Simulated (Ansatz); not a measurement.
Input and output for CH2FGeN.

```yaml
crystal:
  periodic: [false, false, false]
  atoms:
    - {symbol: F, position_ang: [1.709140, -1.152524, 0.258337]}
    - {symbol: Ge, position_ang: [1.167126, 0.333553, -0.523295]}
    - {symbol: C, position_ang: [-1.120741, 0.394218, 0.702803]}
    - {symbol: N, position_ang: [-1.394904, -0.316460, -0.166105]}
    - {symbol: H, position_ang: [0.686802, -0.345450, -1.880922]}
    - {symbol: H, position_ang: [-1.005323, 1.022464, 1.562883]}
basis:
  gaussian: {orbitals: def2-mTZVPP}
hamiltonian: {xc: {name: RPBE}, dispersion: d3bjatm, pseudopotentials: {relativity: none}}
output: {forces: true}
```

```sh
$ ansatz run in.yaml --threads 2 --pin off --events-out ev --progress --plain --max-ram 4352MiB
```

Output, abridged:

```
Functional definition: RPBE
949 factors; their error is unknown
mean field evaluation 1: about -61784.2816 eV, gradient 6.8e1 eV
mean field evaluation 2: about -61730.1690 eV, gradient 1.7e2 eV
mean field evaluation 4: about -61792.3350 eV, gradient 1.6e1 eV
mean field evaluation 8: about -61792.9225 eV, gradient 1.6e-1 eV
mean field evaluation 16: about -61792.8989 eV, gradient 1.1e-3 eV
mean field -61792.89885767 eV, -2270.8471482880 hartree, gradient 3.6e-5 eV, S^2 0.000000; 0 other end points of the search recorded, 0 dependent functions left out
reference -61792.89888687 eV, -2270.8471493614 hartree; 28, 28 occupied and 85, 85 virtual orbitals, 949 factors
Total energy: -61793.61038324 eV, -2270.8732963706 hartree
Atom 0 at     1.709140    -1.152524     0.258337 Å, force     0.335296    -0.845639     0.453250 eV/Å
Atom 1 at     1.167126     0.333553    -0.523295 Å, force    -0.197014     0.967725    -0.189215 eV/Å
Atom 2 at    -1.120741     0.394218     0.702803 Å, force     0.598517     1.217629     1.370030 eV/Å
Atom 3 at    -1.394904    -0.316460    -0.166105 Å, force    -0.629691    -1.341989    -1.586597 eV/Å
Atom 4 at     0.686802    -0.345450    -1.880922 Å, force    -0.098786    -0.106653    -0.231366 eV/Å
Atom 5 at    -1.005323     1.022464     1.562883 Å, force    -0.008321     0.108927     0.183898 eV/Å
Dipole moment:    -0.200542     0.615298     0.293948 e Å
```

It took 1.2 s on 2 threads of an Arm Neoverse V2 on a shared host, with 0.34 GiB of host memory at the peak.
